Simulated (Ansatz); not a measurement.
Consider the cleavage of the Si–Al bond: `[BH2][AlH][SiH3]` + `CCBS` → `CCBS[SiH3]` + `[BH2][AlH2]`.

Computed with Ansatz on PBE0-D4/def2-TZVP structures; ΔE is electronic, products minus reactants. CCSD(T)/CBS adds triple-zeta CCSD(T) − MP2 to the extrapolated MP2 energy (def2 sets, frozen cores). This one scheme is used for every species. DFT in def2-TZVPP. One conformer a species, not always the lowest.

`[BH2][AlH][SiH3]`:

```xyz
9

B    -0.140    1.567   -1.575
Al   -0.396    0.789    0.369
Si    0.290   -1.519    0.901
H     0.874    2.101   -1.930
H    -0.981    1.477   -2.427
H    -1.009    1.667    1.551
H     1.519   -1.501    1.749
H     0.605   -2.334   -0.307
H    -0.761   -2.248    1.669
```

`CCBS`:

Cartesian coordinates in Å:
```
C 0.250 0.807 -1.231
C -0.503 0.063 -0.128
B 0.348 -0.209 1.152
S 0.328 -1.711 2.103
H 1.077 0.208 -1.619
H 0.673 1.742 -0.857
H -0.404 1.047 -2.072
H -1.341 0.692 0.213
H -0.963 -0.848 -0.523
H 1.078 0.627 1.603
H -0.542 -2.418 1.359
```

`CCBS[SiH3]`:

```xyz
14

C    -0.301   -2.159   -1.193
C    -1.073   -1.050   -0.478
B    -0.165    0.046    0.162
S    -0.615    1.778    0.063
Si    0.998    2.617    1.207
H    -0.968   -2.947   -1.549
H     0.436   -2.618   -0.530
H     0.239   -1.769   -2.060
H    -1.838   -0.623   -1.133
H    -1.623   -1.491    0.368
H     0.836   -0.259    0.750
H     0.969    2.098    2.597
H     0.804    4.088    1.220
H     2.300    2.288    0.578
```

`[BH2][AlH2]`:

```xyz
6

B    -1.083   -0.001    0.262
Al    0.973    0.001   -0.235
H    -1.513   -0.523    1.254
H    -1.919    0.521   -0.423
H     1.937    1.169    0.261
H     1.604   -1.167   -1.118
```

```csv
species,r2SCAN energy (Eh)
`[BH2][AlH][SiH3]`,-560.25062
`CCBS`,-503.44695
`CCBS[SiH3]`,-794.14133
`[BH2][AlH2]`,-269.56909
```

Question: Work out ΔE.

Answer: ΔE = (-794.14133) + (-269.56909) − (-560.25062) − (-503.44695) = -0.01285 Eh = -33.7 kJ/mol. CCSD(T)/CBS gives -40.9 kJ/mol.

Largest T1 diagnostic among the species: 0.013.

At CCSD(T), def2-SVP lies +9.4 kJ/mol from the extrapolated value and def2-TZVPP +3.9 kJ/mol. From PBE to PBE0 (25 % exact exchange), in def2-TZVPP and without D4, ΔE moves by −6.0 kJ/mol.
